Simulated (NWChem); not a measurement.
System: Si2H5Cl; SMILES [SiH3][SiH2]Cl

Input file for NWChem:

```
start job
memory heap 200 mb stack 900 mb global 1100 mb
geometry units angstroms noautosym nocenter noautoz
  Si     0.368011    -1.843559     0.001694
  Si    -0.831481     0.169716     0.002645
  Cl     0.545463     1.729074    -0.003552
  H     -0.578184    -3.002152     0.006008
  H      1.224549    -1.910718    -1.220046
  H      1.231804    -1.907568     1.218483
  H     -1.686627     0.303445     1.218344
  H     -1.693913     0.300228    -1.208256
end
basis spherical
  Si library 6-311g**
  Cl library 6-311g**
  H library 6-311g**
end
dft
  xc bhlyp
  iterations 150
end
tddft
  cis
  ecut -98.0
  nroots 6
  notriplet
end
task tddft energy
```

All runs use the structure optimised with PBE0/def2-SVP.

Core excitations by TDA in a window of 1s orbitals, non-relativistic and unshifted: absolute energies depend strongly on the exact-exchange share.

Question: What results follow from this input? (BHandHLYP/6-311G** (spherical d), restricted-window TDA.) Quantities: first 1s excitation (eV); dipole oscillator strength of the first; first state with f > 0.002 (eV); dipole oscillator strength of that state.

Answer: 
```json
{
  "first 1s excitation (eV)": "2793.3",
  "dipole_oscillator_strength_of_the_first": "0.0037",
  "first state with f > 0.002 (eV)": "2793.3",
  "dipole_oscillator_strength_of_that_state": "0.0037"
}
```
